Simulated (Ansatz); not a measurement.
`F[CH2][InH][F]` + H₂O → `[OH][InH][F]` + `CF`  (formal hydrolysis of the In–C bond)

Calculated with Ansatz (gas phase, PBE0-D4/def2-TZVP geometries, no zero-point term in ΔE). CBS: MP2 limit from def2 TZ/QZ plus the TZ coupled-cluster correction, frozen cores. This one scheme is used for every species. DFT in def2-TZVPP. B3LYP here is the variant with VWN-RPA as its local correlation; programs differ in this. def2 core potentials past Kr. For In outer-core shells are correlated without core-valence functions, which leaves a few kJ/mol of doubt a bond. One conformer a species, not always the lowest.

`F[CH2][InH][F]`:

Z-matrix (Å, degrees):
```
C
In 1 2.161
F 1 1.385 2 112.2
H 1 1.093 2 109.5 3 -120.8
H 1 1.093 2 109.4 3 120.8
F 2 1.969 1 105.7 3 -179.3
H 2 1.700 1 142.6 3 0.7
```

H₂O:

Cartesian coordinates in Å:
```
O 0.031 0.222 0.319
H 0.184 0.483 -0.592
H -0.215 -0.705 0.273
```

`[OH][InH][F]`:

```xyz
5

O     0.069   -1.018   -1.027
In    0.038    0.362    0.373
F     1.887    0.653    0.897
H    -0.801   -1.244   -1.364
H    -1.193    1.247    1.121
```

`CF`:

```xyz
5

C    -0.048    0.004    0.037
F     1.043   -0.084   -0.797
H    -0.685    0.828   -0.293
H     0.296    0.187    1.057
H    -0.605   -0.935   -0.004
```

```tsv
level	ΔE (kJ/mol)
PBE-D4	-52.8
PBE0-D4	-53.3
ωB97M-V	-57.6
PBE	-54.4
B3LYP	-60.9
HF/def2-QZVPP	-73.9
HF/CBS(def2)	-74.1
CCSD/CBS(def2)	-61.7
```

Task: What does CCSD(T)/CBS give? (An estimate is asked.)

Result: Computed: -61.8 kJ/mol. The listed levels differ from it by 9.0, 8.5, 4.2, 7.4, 0.9, -12.1, -12.3, 0.1 kJ/mol.

Largest T1 diagnostic among the species: 0.017.

In def2-TZVPP, CCSD(T) changes the Hartree–Fock value by +12.6 kJ/mol (the triples alone add −0.1 kJ/mol) and MP2 by +10.2 kJ/mol.
